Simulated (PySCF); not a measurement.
C6H11N3.
Z-matrix (Å and degrees, GFN2-xTB geometry), rows numbered from 1:
```
C 
C   1  1.5264
N   2  1.4339  1  111.00
N   3  1.3132  2  122.64  1   -88.70
C   4  1.3279  3  105.09  2   177.60
C   5  1.4838  4  123.53  3   179.53
C   5  1.4093  4  107.57  3    -0.10
C   7  1.4838  5  128.88  4   179.60
N   3  1.3132  2  122.62  1    88.44
H   1  1.0873  2  110.12  3    59.97
H   1  1.0872  2  110.08  3   -60.00
H   1  1.0864  2  109.95  3  -179.96
H   2  1.0921  1  110.44  3  -119.10
H   2  1.0920  1  110.42  3   119.03
H   6  1.0861  5  109.55  4     0.47
H   6  1.0898  5  110.29  4  -119.80
H   6  1.0898  5  110.35  4   120.86
H   8  1.0897  7  110.37  5    59.28
H   8  1.0861  7  109.60  5   179.74
H   8  1.0897  7  110.23  5   -59.98
```

NICS = −σ at a ghost point: NICS(0) at the centroid of the ring atoms, NICS(1) 1 Å to either side along the normal of their mean plane, zz for the tensor component along that normal. Level: GIAO PBE0/pcSseg-1 (PySCF, non-relativistic, gas phase) on the GFN2-xTB geometry, one conformer.

Ring bond lengths (Å), with Mayer bond orders in brackets: N3–N4 1.313 (1.23), N4–C5 1.328 (1.48), C5–C7 1.409 (1.32), C7–N9 1.328 (1.48), N9–N3 1.313 (1.23).

Task: Give the NICS values of each ring in ppm.

Result: 
| ring | type | NICS(0) | NICS(1), two faces | NICS(1)zz, two faces | rms pucker (Å) | centre to ring atoms, mean (Å) |
| --- | --- | --- | --- | --- | --- | --- |
| N3–N4–C5–C7–N9 | 5-membered ring with 3 N; formal bonds all aromatic | -12.0 | -12.8 / -12.8 | -30.0 / -31.1 | 0.00 | 1.14 |

Task: What can be read from them?

Result: 
- N3–N4–C5–C7–N9: mean NICS(1)zz -30.5 ppm, shielded. The ring is flat and has no four-coordinate atom; by the NICS criterion it is aromatic.

Task: How equal are the bonds by HOMA? HOMA = 1 − mean of α(R − Ropt)² over the ring bonds, with Krygowski's 1993 parameters (CC: Ropt 1.388 Å, α 257.7 Å⁻²; CN: Ropt 1.334 Å, α 93.52 Å⁻²; NN: Ropt 1.309 Å, α 130.33 Å⁻²).

Result: 
- N3–N4–C5–C7–N9: HOMA 0.97; the largest term is that of C5–C7, α(R − Ropt)² = 0.12. The geometric and the magnetic index point the same way.

Task: At the second NICS(1) probe listed for ring N3–N4–C5–C7–N9, 1 Å off the ring, what do the in-plane components average?

Result: The isotropic value is a third of the trace: (3 × -12.8 − (-31.1))/2 = -3.7 ppm.

Task: What are the shieldings of the ring atoms and their hydrogens in the same run (means over atoms taken as equivalent)?

Result: 
```tsv
atoms	environment	σ isotropic (ppm)
N3	pyrrole-type nitrogen	-4.7
N4 (×2)	pyridine-type nitrogen	-93.4
C5 (×2)	substituted aromatic carbon	40.5
```

Hardware: an Arm Neoverse V1 with one thread, no GPU, on a shared host. Cost: 44 s of wall time (grids of density and orbitals included), 0.93 GiB resident at most. This is the whole shielding run at PBE0/pcSseg-1, SCF included.
